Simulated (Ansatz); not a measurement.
Two isomers of C2H9ClSi2: A = `C[SiH2]C[SiH2]Cl`, B = `CC[SiH]([SiH3])Cl`.

Calculated with Ansatz (gas phase, PBE0-D4/def2-TZVP geometries, no zero-point term in ΔE). CCSD(T)/CBS adds triple-zeta CCSD(T) − MP2 to the extrapolated MP2 energy (def2 sets, frozen cores). Functionals use def2-TZVPP. B3LYP here is the variant with VWN-RPA as its local correlation; programs differ in this. One conformer a species, not always the lowest.

**Question.** Which isomer does CCSD(T)/CBS put lower? Give the gap. (Estimate.)

**Answer.** Ansatz gave: A, by 13.6 kcal/mol.

**Question.** Give E(B) − E(A) in kcal/mol with ωB97M-V, CCSD/def2-TZVPP, B3LYP-D4, r2SCAN-D4, B2PLYP, MP2/def2-TZVPP, B3LYP. (Estimate.)

**Answer.** Computed: ωB97M-V 14.7, CCSD/def2-TZVPP 13.6, B3LYP-D4 12.2, r2SCAN-D4 13.2, B2PLYP 13.7, MP2/def2-TZVPP 15.2, B3LYP 12.8. None reverses the order clearly.

Largest T1 diagnostic: 0.010.

From PBE to PBE0 (25 % exact exchange), in def2-TZVPP and without D4, E(B) − E(A) moves by +1.2 kcal/mol.
